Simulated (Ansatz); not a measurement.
Wavefunction ladder for C₃H₇FSi, SMILES `FC[SiH]1CC1`

```xyz
12

F     0.456    0.521   -2.724
C    -0.490    0.491   -1.704
Si    0.037   -0.654   -0.304
C    -0.469   -0.187    1.411
C     1.027    0.031    1.091
H    -1.444    0.180   -2.142
H    -0.615    1.509   -1.319
H     0.166   -2.081   -0.667
H    -1.062    0.708    1.571
H    -0.698   -0.969    2.128
H     1.364    1.062    1.046
H     1.727   -0.613    1.613
```

Total charge 0; spin multiplicity 1. The structure was optimised at the PBE0-D4/def2-TZVP level. It is one conformer, not always the lowest. Frozen core, restricted reference, Ansatz. CBS rows extrapolate triple and quadruple zeta; past MP2 they add the triple-zeta difference.

```json
{"basis": "def2-TZVPP", "HF (Eh)": "-506.09384", "MP2 corr.": "-0.88214"}
{"basis": "def2-QZVPP", "HF (Eh)": "-506.11266", "MP2 corr.": "-0.94770"}
```

(1) Estimate the CCSD correlation energy and the (T) correction in each basis where they were run (hartree).

Answers

(1) 
```tsv
basis	CCSD corr.	(T)
def2-TZVPP	-0.92597	-0.03571
CBS(def2)	-1.04009	as TZ
```
